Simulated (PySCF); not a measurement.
mesitylene (C9H12), singlet, at a GFN2-xTB geometry; PySCF with CCSD(T)/STO-3G.

The PySCF input:
```python
from pyscf import gto, scf, cc

mol = gto.M(
    atom='''
C    -2.43977067   -1.55518866   -0.09872202
C    -1.17708094   -0.74857989   -0.03460150
C    -1.22028180    0.63706331   -0.09221986
C    -0.05733351    1.39342561   -0.05578182
C    -0.12133910    2.89132726   -0.09203453
C     1.16335745    0.74088573    0.04109994
C     1.23408869   -0.64376726    0.10028694
C     2.56139362   -1.33719340    0.18111157
C     0.05665165   -1.37684850    0.06069939
H    -2.33594721   -2.48355683    0.45850631
H    -3.28028452   -0.99393173    0.30309087
H    -2.66752655   -1.80829222   -1.13496674
H    -2.17658974    1.13653249   -0.16531012
H    -0.21466574    3.28448071    0.92109888
H    -0.98249537    3.22945622   -0.66408556
H     0.78140926    3.30815393   -0.53277160
H     2.07519379    1.32131061    0.07255664
H     3.29708597   -0.71106919    0.68081977
H     2.47529639   -2.27892706    0.71853165
H     2.92943154   -1.55453573   -0.82240369
H     0.10097980   -2.45636624    0.10590487
''',
    basis='sto-3g',
    verbose=4,
)

mf = scf.RHF(mol)
mf.kernel()

mycc = cc.CCSD(mf)
mycc.diis_space = 3
mycc.kernel()
et = mycc.ccsd_t()
print('E(CCSD(T)) = %.10f' % (mycc.e_tot + et))
```

Problem. Predict the main parts of the log of this PySCF run.

Solution. 
```
PySCF version 2.14.0

[INPUT] verbose = 4
[INPUT] num. atoms = 21
[INPUT] num. electrons = 66
[INPUT] charge = 0
[INPUT] spin (= nelec alpha-beta = 2S) = 0
[INPUT] symmetry False subgroup None
[INPUT] Mole.unit = angstrom
[INPUT] Symbol           X                Y                Z      unit          X                Y                Z       unit  Magmom
[INPUT]  1 C     -2.439770670000  -1.555188660000  -0.098722020000 AA   -4.610498373047  -2.938880639429  -0.186557580264 Bohr   0.0
[INPUT]  2 C     -1.177080940000  -0.748579890000  -0.034601500000 AA   -2.224360603046  -1.414610974457  -0.065387358499 Bohr   0.0
[INPUT]  3 C     -1.220281800000   0.637063310000  -0.092219860000 AA   -2.305998396791   1.203875179909  -0.174270278646 Bohr   0.0
[INPUT]  4 C     -0.057333510000   1.393425610000  -0.055781820000 AA   -0.108344631660   2.633192777855  -0.105412362530 Bohr   0.0
[INPUT]  5 C     -0.121339100000   2.891327260000  -0.092034530000 AA   -0.229297667201   5.463816657889  -0.173920055703 Bohr   0.0
[INPUT]  6 C      1.163357450000   0.740885730000   0.041099940000 AA    2.198426965472   1.400071119298   0.077667630336 Bohr   0.0
[INPUT]  7 C      1.234088690000  -0.643767260000   0.100286940000 AA    2.332089637523  -1.216543809362   0.189514850471 Bohr   0.0
[INPUT]  8 C      2.561393620000  -1.337193400000   0.181111570000 AA    4.840332439008  -2.526929301576   0.342251265290 Bohr   0.0
[INPUT]  9 C      0.056651650000  -1.376848500000   0.060699390000 AA    0.107056103005  -2.601866580018   0.114705223028 Bohr   0.0
[INPUT] 10 H     -2.335947210000  -2.483556830000   0.458506310000 AA   -4.414300468342  -4.693242223493   0.866451352285 Bohr   0.0
[INPUT] 11 H     -3.280284520000  -0.993931730000   0.303090870000 AA   -6.198839353450  -1.878258756215   0.572758735156 Bohr   0.0
[INPUT] 12 H     -2.667526550000  -1.808292220000  -1.134966740000 AA   -5.040894609506  -3.417177048982  -2.144776299090 Bohr   0.0
[INPUT] 13 H     -2.176589740000   1.136532490000  -0.165310120000 AA   -4.113158494138   2.147735137770  -0.312390852419 Bohr   0.0
[INPUT] 14 H     -0.214665740000   3.284480710000   0.921098880000 AA   -0.405659456927   6.206769003317   1.740624616844 Bohr   0.0
[INPUT] 15 H     -0.982495370000   3.229456220000  -0.664085560000 AA   -1.856647167953   6.102787787073  -1.254939831678 Bohr   0.0
[INPUT] 16 H      0.781409260000   3.308153930000  -0.532771600000 AA    1.476649492599   6.251504905604  -1.006792410946 Bohr   0.0
[INPUT] 17 H      2.075193790000   1.321310610000   0.072556640000 AA    3.921547918498   2.496915178382   0.137112178119 Bohr   0.0
[INPUT] 18 H      3.297085970000  -0.711069190000   0.680819770000 AA    6.230589492446  -1.343726024716   1.286562905489 Bohr   0.0
[INPUT] 19 H      2.475296390000  -2.278927060000   0.718531650000 AA    4.677632254225  -4.306548001260   1.357828030332 Bohr   0.0
[INPUT] 20 H      2.929431540000  -1.554535730000  -0.822403690000 AA    5.535823311263  -2.937646780551  -1.554117737932 Bohr   0.0
[INPUT] 21 H      0.100979800000  -2.456366240000   0.105904870000 AA    0.190824166113  -4.641859455228   0.200131199558 Bohr   0.0

nuclear repulsion = 422.006071961142
number of shells = 39
number of NR pGTOs = 171
number of NR cGTOs = 57
basis = sto-3g
ecp = {}

******** <class 'pyscf.scf.hf.RHF'> ********
method = RHF
initial guess = minao
damping factor = 0
level_shift factor = 0
DIIS = <class 'pyscf.scf.diis.CDIIS'>
diis_start_cycle = 1
diis_space = 8
diis_damp = 0
SCF conv_tol = 1e-09
SCF conv_tol_grad = None
SCF max_cycles = 50
direct_scf = True
direct_scf_tol = 1e-13
Set gradient conv threshold to 3.16228e-05
Initial guess from minao.
init E= -346.318330628912
  HOMO = -0.186615240430599  LUMO = 0.140128670346843  gap/eV = 8.89115
cycle= 1 E= -343.591218369106  delta_E= 2.73  |g|= 0.34  |ddm|= 5.84
  HOMO = -0.250293917021344  LUMO = 0.28547406762833  gap/eV = 14.57899
cycle= 2 E= -343.639156030246  delta_E= -0.0479  |g|= 0.0844  |ddm|= 0.645
  HOMO = -0.265910034882556  LUMO = 0.272160366388608  gap/eV = 14.64164
cycle= 3 E= -343.642179849893  delta_E= -0.00302  |g|= 0.0138  |ddm|= 0.19
  HOMO = -0.261880995822026  LUMO = 0.276065088722521  gap/eV = 14.63826
cycle= 4 E= -343.64223683075  delta_E= -5.7e-05  |g|= 0.00141  |ddm|= 0.0199
  HOMO = -0.261097588834002  LUMO = 0.276873246239127  gap/eV = 14.63893
cycle= 5 E= -343.642237449195  delta_E= -6.18e-07  |g|= 0.000222  |ddm|= 0.00197
  HOMO = -0.261158743502559  LUMO = 0.276809379188321  gap/eV = 14.63886
cycle= 6 E= -343.642237476369  delta_E= -2.72e-08  |g|= 6.63e-05  |ddm|= 0.000446
  HOMO = -0.261166485485437  LUMO = 0.276802125234961  gap/eV = 14.63887
cycle= 7 E= -343.642237479033  delta_E= -2.66e-09  |g|= 3.39e-05  |ddm|= 0.000118
  HOMO = -0.261165860366172  LUMO = 0.27680265914498  gap/eV = 14.63887
cycle= 8 E= -343.642237480342  delta_E= -1.31e-09  |g|= 8.31e-06  |ddm|= 0.000131
  HOMO = -0.26116618578883  LUMO = 0.276802043513152  gap/eV = 14.63886
cycle= 9 E= -343.642237480421  delta_E= -7.86e-11  |g|= 1.18e-06  |ddm|= 3.74e-05
  HOMO = -0.261166295867284  LUMO = 0.276801955075302  gap/eV = 14.63886
Extra cycle  E= -343.642237480425  delta_E= -4.55e-12  |g|= 5.74e-07  |ddm|= 2.24e-06
converged SCF energy = -343.642237480425

******** <class 'pyscf.cc.ccsd.CCSD'> ********
CC2 = 0
CCSD nocc = 33, nmo = 57
max_cycle = 50
direct = 0
conv_tol = 1e-07
conv_tol_normt = 1e-05
diis_space = 3
diis_start_cycle = 0
diis_start_energy_diff = 1e+09
Init t2, MP2 energy = -344.145092969871  E_corr(MP2) -0.502855489445862
Init E_corr(CCSD) = -0.502855489446039
cycle = 1  E_corr(CCSD) = -0.573865949187163  dE = -0.0710104597  norm(t1,t2) = 0.083602
cycle = 2  E_corr(CCSD) = -0.600173920529706  dE = -0.0263079713  norm(t1,t2) = 0.0373519
cycle = 3  E_corr(CCSD) = -0.618342811637671  dE = -0.0181688911  norm(t1,t2) = 0.0199399
cycle = 4  E_corr(CCSD) = -0.620344883049541  dE = -0.00200207141  norm(t1,t2) = 0.00603706
cycle = 5  E_corr(CCSD) = -0.619729452648441  dE = 0.000615430401  norm(t1,t2) = 0.00220372
cycle = 6  E_corr(CCSD) = -0.61969756129901  dE = 3.18913494e-05  norm(t1,t2) = 0.000823681
cycle = 7  E_corr(CCSD) = -0.619585748539885  dE = 0.000111812759  norm(t1,t2) = 0.000241057
cycle = 8  E_corr(CCSD) = -0.61951588634736  dE = 6.98621925e-05  norm(t1,t2) = 0.000113149
cycle = 9  E_corr(CCSD) = -0.619493671923949  dE = 2.22144234e-05  norm(t1,t2) = 4.33887e-05
cycle = 10  E_corr(CCSD) = -0.619491769932123  dE = 1.90199183e-06  norm(t1,t2) = 1.88156e-05
cycle = 11  E_corr(CCSD) = -0.619489595737523  dE = 2.1741946e-06  norm(t1,t2) = 1.10428e-05
cycle = 12  E_corr(CCSD) = -0.619489466109545  dE = 1.29627978e-07  norm(t1,t2) = 4.13779e-06
cycle = 13  E_corr(CCSD) = -0.619489701081708  dE = -2.34972164e-07  norm(t1,t2) = 1.57739e-06
cycle = 14  E_corr(CCSD) = -0.619489837833597  dE = -1.36751889e-07  norm(t1,t2) = 6.86472e-07
cycle = 15  E_corr(CCSD) = -0.619489896721252  dE = -5.8887655e-08  norm(t1,t2) = 2.7845e-07
CCSD converged
E(CCSD) = -344.2617273771464  E_corr = -0.6194898967212523
CCSD(T) correction = -0.010369143794325
E(CCSD(T)) = -344.2720965209
```
